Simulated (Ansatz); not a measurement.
Relaxation of a periodic cell of 25 atoms, H$_{3}$OF (contents 5 HF + 5 H2O, density as packed 1.23 g/cm³ with natural masses), to a largest force component of 0.3 eV/Å in at most 15 steps.

Theory: DFT PBE-D3(BJ), scalar-relativistic, plane waves, PAW in Ansatz. Settings: accuracy low, cutoff 420 eV, k mesh 1x1x1, fermi-dirac smearing 0.05 eV, no spin polarisation.

```xyz
25
Lattice="6.3496 0.0000 0.0000 0.0000 6.3496 0.0000 0.0000 0.0000 6.3496" Properties=species:S:1:pos:R:3
F 1.817 0.678 6.222
H 2.352 1.389 5.940
F 3.803 0.240 4.356
H 3.879 0.353 3.432
F 5.193 0.698 6.581
H 5.440 0.924 5.709
F 5.638 2.270 3.579
H 6.386 1.736 3.416
F 4.500 2.611 1.240
H 3.829 2.722 0.601
O 1.146 4.185 4.805
H 0.890 3.353 5.231
H 1.744 4.601 5.443
O 1.444 3.376 1.456
H 0.797 3.009 0.836
H 1.661 2.631 2.037
O 5.339 4.512 6.237
H 4.691 4.405 6.949
H 4.816 4.842 5.492
O 5.714 5.715 3.292
H 5.558 6.261 2.508
H 6.440 5.130 3.030
O 2.150 5.666 2.964
H 1.781 6.561 3.005
H 2.192 5.473 2.016
```

Where does it end, and by what steps?

The forces met the threshold. The threshold is loose, so the end isn't yet a minimum. Limits of this set-up: coarse k mesh, low accuracy level. After 14 steps the energy has fallen by 5.629 eV; H24 moved furthest, 1.64 Å.

```csv
step,energy less start (eV),largest force component (eV/Å),accepted
0,0.0000,1.282,yes
1,-1.0639,1.284,yes
2,-1.8651,2.763,yes
3,-2.5576,1.325,yes
4,-3.0378,1.266,yes
5,-3.5942,1.123,yes
6,-4.0129,1.293,yes
7,-4.3750,1.037,yes
8,-4.6766,0.668,yes
9,-4.8983,0.783,yes
10,-5.0781,0.729,yes
11,-5.2438,0.664,yes
12,-5.3819,0.688,yes
13,-5.5260,0.393,yes
14,-5.6289,0.252,yes
```

```xyz
25
Lattice="6.3496 0.0000 0.0000 0.0000 6.3496 0.0000 0.0000 0.0000 6.3496" Properties=species:S:1:pos:R:3
F 1.886 0.421 6.129
H 2.571 0.182 5.474
F 3.609 -0.342 4.560
H 3.334 -0.511 3.564
F 5.399 1.352 6.774
H 5.639 1.586 5.838
F 6.003 1.940 4.501
H 6.063 1.060 3.829
F 3.384 2.096 1.755
H 4.137 1.995 1.162
O 0.923 4.462 4.403
H 0.532 3.561 4.394
H 1.172 4.621 5.335
O 1.282 4.016 1.126
H 0.297 4.026 1.007
H 1.588 3.100 1.265
O 5.018 4.454 6.876
H 4.371 4.867 7.489
H 4.782 4.799 5.996
O 6.093 6.362 3.134
H 6.350 6.440 2.199
H 6.579 5.594 3.594
O 3.032 5.667 2.234
H 2.878 6.530 1.791
H 2.280 5.064 1.950
```

Run time: 17 s on 1 thread of Intel(R) Xeon(R) 6975P-C (Granite Rapids), with other jobs on the host, peak memory 0.43 GiB.
